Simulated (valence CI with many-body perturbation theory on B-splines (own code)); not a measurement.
# Isoelectronic trend, 40 electrons, Te12+ to Tb25+

Calculated by configuration interaction combined with many-body perturbation theory (CI+MBPT): four valence electrons over a frozen Dirac-Fock core [Kr], a basis of 9 s, 9 p, 10 d, 8 f, 5 g, 3 h, 1 i functions for each j, with the one-electron correlation potential Σ1, the two-electron term Σ2, the three-electron term Σ3, Breit, model QED; selected CI, second order for the rest, scaled by the run's own slope (own B-spline code, finite nucleus). Basis and details of the method differ along the sequence, and some ions are missing.

Excitation energies in eV above the lowest level of each ion. Labels name the leading LS component, so a column can jump where levels mix; a blank means that no level of the computed list carries the label, and where several do, the lowest of them is shown. The ionisation energies from NIST are mostly theoretical or semi-empirical. By estimate, terms of the open shell hold to 2 to 4 % up to charges of about 25 and to about 1 % beyond; near the neutral end and where shells cross, configurations can be misplaced by 0.1 to 0.6 eV.

```csv
Ion,Lowest level,IE (eV),"IE, NIST (eV)",4d4 5D_3,4d4 5D_4,4d4 3H_4,4d4 3G_3,4d4 3P_0,4d4 3F_4,4d4 3H_6
Te12+,4d4 5D_0,272.84,272 ± 3,1.814,2.287,4.141,4.998,3.927,6.442,5.511
I13+,4d4 5D_0,307.81,307 ± 3,2.166,2.664,4.518,5.440,4.292,7.095,6.071
Xe14+,4d4 5D_0,344.59,343 ± 3,2.566,3.075,4.950,5.932,4.713,7.830,6.686
Cs15+,4d4 5D_0,383.17,382 ± 3,3.013,3.512,5.440,6.473,5.199,8.653,7.362
Ba16+,4d4 5D_0,423.56,422 ± 3,3.507,3.980,6.009,7.068,5.753,9.579,8.103
La17+,4d4 5D_0,465.75,464 ± 3,4.054,4.476,6.661,7.731,6.381,10.61,8.914
Ce18+,4d4 5D_0,509.73,509 ± 3,4.650,4.999,7.400,8.465,20.38,11.75,9.800
Pr19+,4d4 5D_0,555.5,554 ± 4,5.297,5.550,8.231,9.274,21.99,13.01,10.76
Nd20+,4d4 5D_0,603.05,602 ± 4,5.991,6.133,9.157,10.16,23.71,14.38,11.81
Pm21+,4d4 3P_0,652.4,651 ± 4,6.733,,10.18,11.14,0,6.751,12.94
Sm22+,4d4 3P_0,703.53,702 ± 4,7.521,,11.30,12.21,0,7.405,14.16
Eu23+,4d4 3P_0,756.44,755 ± 4,8.354,,12.52,13.38,0,8.100,15.47
Gd24+,4d4 3P_0,811.13,810 ± 4,9.234,13.84,,14.65,0,8.840,16.88
Tb25+,4d4 3P_0,867.61,866 ± 4,10.16,15.27,,16.03,0,9.628,18.40
```

(1) Does the computed ground configuration or its J change in this range?

Shares of the ionisation energy in eV, for some of the ions:

| Ion | Σ1 | Σ2 | Σ3 | Breit | QED |
| --- | --- | --- | --- | --- | --- |
| Te12+ | 2.03 | 1.71 | 0.0461 | -0.0578 | 0.0168 |
| Xe14+ | 2.12 | 1.81 | 0.0539 | -0.0941 | 0.0212 |
| Ba16+ | 2.21 | 1.89 | 0.0604 | -0.138 | 0.0261 |
| Ce18+ | 2.29 | 1.96 | 0.0655 | -0.189 | 0.0314 |
| Nd20+ | 2.36 | 2.02 | 0.0695 | -0.248 | 0.0372 |
| Sm22+ | 2.43 | 2.08 | 0.0699 | -0.316 | 0.0434 |
| Gd24+ | 2.49 | 2.13 | 0.0653 | -0.392 | 0.0501 |

## Answers

(1) No, it stays 4d4 with J = 0; its leading component is 76 % 5D at the start and 52 % 3P at the end, where the leading jj configuration holds 93 %.
